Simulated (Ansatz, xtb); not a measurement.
Ranking isomers of C4H6BrClF2

4 gas-phase structures of C4H6BrClF2, from a drawn sample of its isomers (lower ones may exist). Each was relaxed with GFN2-xTB; where two conformers were screened, the lower at r2SCAN-D4/def2-SVP is listed:

A. `C[C@](Cl)(CBr)C(F)F`, a singlet
B. `C[C@H](Cl)CC(F)(F)Br`, a singlet
C. `C[C@H](CBr)C(F)(F)Cl`, a singlet
D. `FC[C@@H](CCl)[C@@H](F)Br`, a singlet

Question: Estimate their order in r2SCAN-D4/def2-SVP energy at these geometries, lowest first.

Answer: Calculated order at r2SCAN-D4/def2-SVP: C (0.0), B (2.3), A (3.2), D (15.1) kcal/mol. Less than 1 kcal/mol parts B and A, so the order within that pair means little.

Energies above the lowest of each column, in kcal/mol; the last columns are at B3LYP/def2-SVP geometries (a dash: not run or not comparable):

| structure | GFN2-xTB | HF/STO-3G | r2SCAN-D4/def2-SVP | B3LYP/def2-SVP | CCSD(T)/def2-SVP + ΔMP2/def2-TZVPP |
| --- | --- | --- | --- | --- | --- |
| C | 0.0 | 0.0 | 0.0 | 0.0 | 0.0 |
| B | 2.0 | 0.4 | 2.3 | 2.0 | 2.3 |
| A | 1.0 | 7.4 | 3.2 | 3.4 | 0.8 |
| D | 7.1 | 13.5 | 15.1 | 12.5 | – |

Every level run on C puts it lowest or level with the lowest. CCSD(T)/def2-SVP + ΔMP2/def2-TZVPP orders those it was run on as C (0.0), A (0.8), B (2.3) kcal/mol. Less than 1 kcal/mol parts C and A, so the order within that pair means little. Flexible structures stand in one conformer each, not always the lowest. Frequencies (GFN2-xTB) were run for A, B, C alone. ΔMP2 is the change of the MP2 energy from the smaller to the larger basis.

Over these structures GFN2-xTB departs from r2SCAN-D4/def2-SVP by 2.7 kcal/mol on average once a common shift is removed. A GFN2-xTB relaxation took about 0.1 s and the r2SCAN-D4/def2-SVP energy about 3 s on a shared host (Ansatz 0.2.0, xtb 6.7.1).
